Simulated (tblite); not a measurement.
Species: C5H14AlFN2.
Atom-mapped SMILES: `[CH3:1][NH:2][C@@:3]1([AlH2-:4][NH3+:5])[CH2:6][CH2:7][C@H:8]1[F:9]` (hydrogens: H10, H11, H12 on C1; H13 on N2; H14, H15 on Al4; H16, H17, H18 on N5; H19, H20 on C6; H21, H22 on C7; H23 on C8)

Computed with GFN2-xTB (tblite), gas phase: L-BFGS steps from a force-field or distance-geometry start until the largest atomic force falls under 0.01 eV/Å.

Step 56: E = -802.0722 eV
```
atom  x, y, z in Å  |  force x, y, z in eV/Å
C1     -1.1035   -1.7342   -1.0463    0.007   0.005   0.009
N2     -0.1814   -0.6320   -1.2685   -0.001   0.011   0.014
C3     -0.1704    0.2944   -0.1367   -0.015  -0.002   0.013
Al4     0.6500   -0.4623    1.5765   -0.030  -0.029   0.021
N5      1.9718   -1.6130    0.5411    0.000   0.013  -0.001
C6      0.5991    1.6138   -0.3919    0.002  -0.004   0.008
C7     -0.5346    2.3529    0.3251   -0.023  -0.011  -0.010
C8     -1.4411    1.1467    0.0991   -0.011  -0.005  -0.006
F9     -2.2170    1.3070   -1.0428    0.015   0.009  -0.022
H10    -0.8789   -2.1792   -0.0716   -0.009  -0.006   0.029
H11    -0.9654   -2.4822   -1.8299   -0.002  -0.005  -0.003
H12    -2.1577   -1.4319   -1.0384    0.008   0.019  -0.006
H13    -0.4688   -0.1372   -2.1145   -0.002  -0.004   0.001
H14    -0.1790   -1.4409    2.4548   -0.001  -0.010  -0.008
H15     1.6141    0.5412    2.2808    0.000   0.003   0.004
H16     2.4621   -0.9351   -0.0423    0.022  -0.005  -0.003
H17     1.4222   -2.1905   -0.0957    0.023   0.007  -0.013
H18     2.6587   -2.1927    1.0168   -0.003  -0.001  -0.018
H19     0.6746    1.8772   -1.4470   -0.013   0.002  -0.001
H20     1.5855    1.6984    0.0763    0.018  -0.003  -0.003
H21    -0.3269    2.4874    1.3880    0.001  -0.003  -0.027
H22    -0.8770    3.2891   -0.1120   -0.005  -0.004   0.006
H23    -2.1412    0.8500    0.8892    0.020   0.022   0.017
```

Step 57: E = -802.0725 eV
```
atom  x, y, z in Å  |  force x, y, z in eV/Å
C1     -1.1041   -1.7334   -1.0444    0.003  -0.002   0.006
N2     -0.1810   -0.6325   -1.2674   -0.001   0.010   0.012
C3     -0.1706    0.2943   -0.1366   -0.010   0.008   0.023
Al4     0.6481   -0.4640    1.5754   -0.011  -0.031   0.039
N5      1.9732   -1.6112    0.5405   -0.005   0.016   0.004
C6      0.5990    1.6135   -0.3922   -0.003   0.007   0.012
C7     -0.5350    2.3529    0.3250   -0.010  -0.008  -0.018
C8     -1.4414    1.1463    0.0987   -0.010   0.013  -0.010
F9     -2.2159    1.3070   -1.0441    0.011   0.007  -0.020
H10    -0.8811   -2.1779   -0.0690   -0.003  -0.006   0.028
H11    -0.9658   -2.4816   -1.8274   -0.004  -0.015  -0.006
H12    -2.1581   -1.4309   -1.0371    0.005   0.025  -0.009
H13    -0.4671   -0.1381   -2.1140   -0.005  -0.006  -0.002
H14    -0.1800   -1.4460    2.4518    0.000  -0.004  -0.011
H15     1.6153    0.5370    2.2811   -0.011   0.000   0.002
H16     2.4650   -0.9331   -0.0411    0.020  -0.007  -0.006
H17     1.4225   -2.1869   -0.0968    0.027   0.005  -0.018
H18     2.6588   -2.1920    1.0164   -0.003  -0.004  -0.018
H19     0.6737    1.8760   -1.4481   -0.012   0.002   0.015
H20     1.5854    1.6992    0.0760    0.013  -0.007  -0.008
H21    -0.3275    2.4883    1.3883   -0.001  -0.006  -0.043
H22    -0.8761    3.2893   -0.1135   -0.008  -0.014   0.014
H23    -2.1420    0.8506    0.8884    0.017   0.018   0.016
```

Step 58: E = -802.0729 eV
```
atom  x, y, z in Å  |  force x, y, z in eV/Å
C1     -1.1048   -1.7322   -1.0414   -0.002  -0.011   0.003
N2     -0.1806   -0.6329   -1.2660    0.001   0.005   0.009
C3     -0.1710    0.2942   -0.1363   -0.001   0.015   0.030
Al4     0.6457   -0.4669    1.5746    0.014  -0.023   0.049
N5      1.9749   -1.6086    0.5396   -0.007   0.015   0.005
C6      0.5990    1.6130   -0.3924   -0.008   0.015   0.014
C7     -0.5358    2.3526    0.3246    0.009   0.000  -0.025
C8     -1.4418    1.1458    0.0978   -0.005   0.031  -0.013
F9     -2.2142    1.3070   -1.0464    0.005   0.004  -0.014
H10    -0.8837   -2.1757   -0.0650    0.004  -0.004   0.021
H11    -0.9668   -2.4810   -1.8236   -0.006  -0.024  -0.007
H12    -2.1584   -1.4286   -1.0348    0.000   0.027  -0.012
H13    -0.4656   -0.1392   -2.1135   -0.006  -0.008  -0.002
H14    -0.1818   -1.4527    2.4473   -0.001  -0.002  -0.009
H15     1.6163    0.5318    2.2816   -0.025  -0.005   0.000
H16     2.4691   -0.9304   -0.0396    0.016  -0.006  -0.007
H17     1.4237   -2.1823   -0.0988    0.028   0.002  -0.025
H18     2.6589   -2.1913    1.0155   -0.002  -0.008  -0.015
H19     0.6728    1.8747   -1.4490   -0.010   0.001   0.032
H20     1.5856    1.6998    0.0758    0.003  -0.011  -0.015
H21    -0.3285    2.4893    1.3879   -0.003  -0.011  -0.049
H22    -0.8754    3.2890   -0.1153   -0.014  -0.016   0.017
H23    -2.1427    0.8514    0.8875    0.010   0.013   0.012
```

Step 59: E = -802.0734 eV
```
atom  x, y, z in Å  |  force x, y, z in eV/Å
C1     -1.1059   -1.7304   -1.0370   -0.008  -0.018   0.000
N2     -0.1797   -0.6336   -1.2641    0.002  -0.005   0.008
C3     -0.1711    0.2942   -0.1353    0.010   0.017   0.031
Al4     0.6429   -0.4714    1.5745    0.040  -0.004   0.044
N5      1.9774   -1.6049    0.5383   -0.005   0.008   0.002
C6      0.5994    1.6125   -0.3920   -0.011   0.016   0.014
C7     -0.5369    2.3520    0.3232    0.028   0.014  -0.027
C8     -1.4423    1.1453    0.0961    0.003   0.042  -0.013
F9     -2.2115    1.3062   -1.0503   -0.004  -0.001  -0.005
H10    -0.8864   -2.1733   -0.0595    0.009  -0.001   0.009
H11    -0.9700   -2.4799   -1.8189   -0.009  -0.031  -0.003
H12    -2.1585   -1.4235   -1.0302   -0.005   0.024  -0.014
H13    -0.4640   -0.1414   -2.1128   -0.004  -0.007   0.004
H14    -0.1844   -1.4614    2.4413   -0.004  -0.005  -0.001
H15     1.6167    0.5251    2.2826   -0.038  -0.011   0.002
H16     2.4750   -0.9266   -0.0378    0.010  -0.002  -0.006
H17     1.4260   -2.1754   -0.1027    0.027   0.001  -0.032
H18     2.6594   -2.1907    1.0130    0.000  -0.012  -0.009
H19     0.6730    1.8730   -1.4493   -0.007  -0.001   0.045
H20     1.5860    1.7002    0.0766   -0.009  -0.012  -0.018
H21    -0.3309    2.4908    1.3863   -0.002  -0.014  -0.043
H22    -0.8753    3.2877   -0.1182   -0.021  -0.007   0.013
H23    -2.1435    0.8525    0.8861    0.000   0.009   0.002
```

Question: Estimate the geometry and energy of step 60. (The exact step hangs on the optimiser's Hessian estimate; all steps are aligned on step 59, rigid shifts and turns removed.)

Answer: E = -802.0740 eV, largest force 0.058 eV/Å
```
atom  x, y, z in Å  |  force x, y, z in eV/Å
C1     -1.1076   -1.7285   -1.0317   -0.012  -0.019  -0.003
N2     -0.1783   -0.6347   -1.2617    0.001  -0.014   0.010
C3     -0.1708    0.2940   -0.1336    0.016   0.011   0.025
Al4     0.6408   -0.4771    1.5756    0.051   0.017   0.022
N5      1.9803   -1.6005    0.5366    0.002  -0.004  -0.007
C6      0.6001    1.6119   -0.3907   -0.009   0.009   0.010
C7     -0.5382    2.3514    0.3207    0.034   0.027  -0.023
C8     -1.4428    1.1447    0.0939    0.011   0.039  -0.011
F9     -2.2081    1.3042   -1.0553   -0.013  -0.005   0.005
H10    -0.8884   -2.1717   -0.0538    0.011   0.002  -0.007
H11    -0.9764   -2.4782   -1.8143   -0.013  -0.032   0.005
H12    -2.1584   -1.4155   -1.0228   -0.007   0.012  -0.015
H13    -0.4626   -0.1445   -2.1120    0.002  -0.004   0.017
H14    -0.1876   -1.4712    2.4353   -0.005  -0.009   0.008
H15     1.6162    0.5178    2.2841   -0.045  -0.012   0.011
H16     2.4818   -0.9216   -0.0356    0.003   0.003  -0.002
H17     1.4292   -2.1666   -0.1086    0.023   0.001  -0.035
H18     2.6602   -2.1906    1.0087    0.000  -0.014  -0.003
H19     0.6752    1.8709   -1.4483   -0.007  -0.002   0.044
H20     1.5864    1.7004    0.0788   -0.017  -0.012  -0.016
H21    -0.3350    2.4929    1.3833    0.004  -0.015  -0.022
H22    -0.8761    3.2856   -0.1226   -0.026   0.014   0.001
H23    -2.1446    0.8538    0.8842   -0.006   0.008  -0.013
```

The energy changes by -0.0006 eV. The first-order estimate −F·Δx gives -0.0008 eV and the mean of the old and new forces, exact on a quadratic surface, -0.0006 eV. The step makes an angle of 79° with the force vector and moves no atom by more than 0.012 Å.

What follows is the cost of the whole relaxation. Time: 4.6 s of wall time. Hardware: one thread, Intel Xeon at 2.50 GHz (x86_64), no GPU, shared host with 64 logical CPUs at a one-minute load of 64.
